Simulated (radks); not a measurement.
All-electron atom: Hf IV in [Xe] 4f13 5d1 6s1 (not the ground configuration).

All-electron calculation, scalar-relativistic Kohn-Sham, PBE, spin-unpolarised, spherical densities, finite nucleus; Fermi nuclear charge, rms radius 5.347 fm. Program: a radial shooting solver on a logarithmic mesh with Libxc functionals.

Energy parts (hartree):
total: -15073.7029
kinetic: 16511.0869
electron-nucleus: -37083.2578
Hartree: 5804.5779
exchange-correlation: -306.1099

Orbitals (lengths in bohr, moments of r in powers of bohr; r(max) is where P^2 peaks):
orbital,occ.,eigenvalue (hartree),r(max),<r^2>
1s,2,-2399.920,0.01190,0.0004952
2s,2,-411.6945,0.06807,0.007643
2p,6,-361.7485,0.05567,0.006285
3s,2,-94.99084,0.1922,0.04978
3p,6,-80.06327,0.1898,0.05041
3d,10,-62.37255,0.1547,0.04187
4s,2,-20.32791,0.4372,0.2469
4p,6,-15.42105,0.4579,0.2806
4d,10,-9.07335,0.4703,0.3293
4f,13,-2.05899,0.4512,0.5296
5s,2,-3.75362,1.004,1.384
5p,6,-2.54370,1.136,1.868
5d,1,-1.15350,1.490,3.769
6s,1,-1.03868,2.446,7.954

The highest occupied level is 6s at -28.264 eV. The density falls to 0.001 e/bohr^3 at r = 3.83 bohr. Summed over all electrons, <r^2> = 38.93 bohr^2, which gives a Langevin (diamagnetic) susceptibility term of -30.8 x 10^-6 cm^3/mol.
